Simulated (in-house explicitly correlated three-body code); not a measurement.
Computed with an exponentially correlated three-body code. Model: two electrons around a point charge, non-relativistic, variational in 260 exponentially correlated functions (energies converged to about 1e-7 hartree, or 1e-8 relative for large Z).

Command:
```bash
python run_hyl.py task.json out
```
Settings (lengths in bohr, energies in hartree):
```
Z                      4
nuclear_mass           1.4
interaction_strength   1
functions              260
states_tried           13
```

Run time, properties included: 67 s on 1 thread of Arm Neoverse N1 (shared host).

**Those bound S and P states to n = 4 that converged, binding against the one-electron ion.**

Given: nuclear charge 4; mass of the centre 1.4 electron masses.

Computed: one-electron threshold -4.66666667 hartree.

```json
{"term": "1 1S", "energy (hartree)": "-8.12569532", "binding (eV)": "94.125"}
{"term": "2 3S", "energy (hartree)": "?", "binding (eV)": "?"}
{"term": "3 3S", "energy (hartree)": "-5.01862494", "binding (eV)": "9.5773"}
{"term": "4 3S", "energy (hartree)": "-4.86481582", "binding (eV)": "5.3919"}
```

(1) What belongs in the row 2 3S?

**Converged states only, values per electron or pair.**

| term | mean r (bohr) | mean r squared (bohr²) | mean inverse r (1/bohr) | mean r12 (bohr) | mean inverse r12 (1/bohr) | mean cosine | mean p1 dot p2 (bohr⁻²) | delta r1 (bohr⁻³) | delta r12 (bohr⁻³) |
| --- | --- | --- | --- | --- | --- | --- | --- | --- | --- |
| 1 1S | 0.68486 | 0.62911 | 2.2117 | 0.92848 | 1.4421 | 0.13021 | -0.64174 | 3.6097 | 0.39241 |
| 2 3S | ? | ? | ? | ? | ? | ? | ? | ? | - |
| 3 3S | 3.5211 | 23.513 | 1.2796 | 6.4146 | 0.19959 | 0.033351 | -0.1072 | 2.072 | - |
| 4 3S | 6.0005 | 72.833 | 1.2309 | 11.366 | 0.11759 | 0.019768 | -0.075117 | 2.0429 | - |

(2) What belongs in the row 2 3S?

Answers

(1) energy (hartree): -5.45570438; binding (eV): 21.471.

(2) mean r (bohr): 1.761; mean r squared (bohr²): 5.0704; mean inverse r (1/bohr): 1.4139; mean r12 (bohr): 2.9178; mean inverse r12 (1/bohr): 0.40002; mean cosine: 0.070719; mean p1 dot p2 (bohr⁻²): -0.10703; delta r1 (bohr⁻³): 2.1918.
